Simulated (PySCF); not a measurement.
# An isoelectronic set: 46 electrons

PBE0 in PySCF with def2-SVPD on every atom (core potentials on Rb, Sr), for the lowest determinant that a PBE0 search found; no spin–orbit coupling. All have 46 electrons, 8 of them in the valence shells, and the same state, a singlet (closed shell). For ions De leads to the atom and ion picked by measured ionisation energies and electron affinities.

```tsv
species	difference of nuclear charges	Re (Å)	ωe (cm⁻¹)	k (mdyn/Å)	De (eV)	dissociates to
NaSe⁻	23	2.537	286	0.862	1.45	Na + Se⁻
RbF	28	2.353	360	1.19	4.80	Rb + F
SrO	30	1.959	696	3.86	3.97	Sr + O
SrF⁺	29	2.039	589	3.19	5.59	Sr⁺ + F
```

Problem. Which member of the whole set has the stiffest bond, and how does it compare with the softest?

Solution. SrO with k = 3.86 mdyn/Å, 4.5 times that of NaSe⁻.

For an ion De counts to the pair picked by the measured ionisation energies or electron affinities, which need not be the lowest pair at this level. The highest Kohn–Sham level is positive in this anion. Much of that is self-interaction error, but it also means that the finite basis helps to hold the extra electron.
